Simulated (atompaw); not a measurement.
Which change was made? (Rb, PAW (atompaw))

rubidium, PAW, made with atompaw 4.2.0.5 (PBEsol, scalar-relativistic). Core [Ar] 3d10 4s2, reference 4p6 4d0 5s0.75 5p0 (charge +0.25). Waves: 5s (bound): rc 3.00 bohr; 5s channel at 2.4 Ry: rc 3.00 bohr; 4p (bound): rc 2.60 bohr; 5p (bound, empty): rc 2.90 bohr; 4d (bound, empty): rc 3.00 bohr; 4d channel at 0.3 Ry: rc 3.00 bohr. Local part: bessel scheme, radius 3.00 bohr. Core correction: smooth core density matched at 2.25 bohr. Augmentation charge: gaussian compensation charge, radius 2.25 bohr; PAW radius 3.00 bohr; waves and projectors: custom polynom2 7 10 vanderbiltortho.

Cutoffs, loose and tight: the cutoffs (Ry, on a coarse ladder) from which the occupation-weighted sum of valence levels, in a spherical-Bessel basis at the reference potential, stays within 10 and 1 mRy of its value at 400 Ry. They see the waves, projectors and local potential, not the compensation charge or the core.

The base gives: outcome: generated; cutoff, loose: 25 Ry; cutoff, tight: 55 Ry; bound ghosts: none.

Q: After one change the result is: outcome: generated; cutoff, loose: 25 Ry; cutoff, tight: 55 Ry; bound ghosts: s. Which change was it?
A. local potential troulliermartins scheme with l = 3 at -0.5 Ry, radius 3.00 bohr
B. augmentation gaussian compensation charge, radius 2.25 bohr; PAW radius 3.00 bohr; waves and projectors: custom rrkj gramschmidtortho
C. core [Ar] 3d10, valence charge 9; reference 4s2 4p6 5s1 5p0; waves now 4s (bound): rc 2.35 bohr; 5s (bound): rc 2.80 bohr; 4p (bound): rc 2.00 bohr; 5p (bound): rc 2.65 bohr; 4d channel at 0.3 Ry: rc 2.80 bohr; 4d channel at 2.55 Ry: rc 2.80 bohr; local potential bessel scheme, radius 2.60 bohr; core correction smooth core density matched at 2.30 bohr; augmentation gaussian compensation charge, radius 2.35 bohr; PAW radius 2.80 bohr; waves and projectors: custom polynom2 7 10 vanderbiltortho

A: A. The others give: augmentation gaussian compensation charge, radius 2.25 bohr; PAW radius 3.00 bohr; waves and projectors: custom rrkj gramschmidtortho → outcome: generated; cutoff, loose: 12 Ry; cutoff, tight: 18 Ry; bound ghosts: s | core [Ar] 3d10, valence charge 9; reference 4s2 4p6 5s1 5p0; waves now 4s (bound): rc 2.35 bohr; 5s (bound): rc 2.80 bohr; 4p (bound): rc 2.00 bohr; 5p (bound): rc 2.65 bohr; 4d channel at 0.3 Ry: rc 2.80 bohr; 4d channel at 2.55 Ry: rc 2.80 bohr; local potential bessel scheme, radius 2.60 bohr; core correction smooth core density matched at 2.30 bohr; augmentation gaussian compensation charge, radius 2.35 bohr; PAW radius 2.80 bohr; waves and projectors: custom polynom2 7 10 vanderbiltortho → outcome: generated; cutoff, loose: 18 Ry; cutoff, tight: 25 Ry; bound ghosts: none.
